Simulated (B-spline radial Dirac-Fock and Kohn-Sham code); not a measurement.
ΔSCF core binding energies without Breit or QED terms, calculated with an atomic code on a B-spline grid.

A sound run for the Tl atom in the configuration [Xe] 4f14 5d10 6s2 6p1: The ground state converged in 11 iterations, with total energy -20274.84358 Ha, virial ratio 1.86406 and highest orbital energy -4.80 eV. ΔSCF binding energies: K (1s) 86005.5 eV, L3 (2p3/2) 12700.5 eV, M5 (3d5/2) 2399.4 eV.

A second run, with one unsound setting: The ground state had not converged after 3 iterations, with total energy -20274.84139 Ha, virial ratio 1.86400 and highest orbital energy -4.76 eV. ΔSCF binding energies: K (1s) 86005.6 eV, L3 (2p3/2) 12700.6 eV, M5 (3d5/2) 2399.4 eV (not all states converged, so these are not final).

```
iter   energy (Ha)        error
   1   -20272.98943516  2.24e+00
   2   -20273.47679841  2.73e-01
   3   -20274.84138765  2.68e-02
```

Question: Which fault fits the second run best?
A. overfilled shell
B. too few iterations
C. box too small
D. spline order too low

Answer: B. The input had maxit = 3: maxit ends the run before self-consistency.
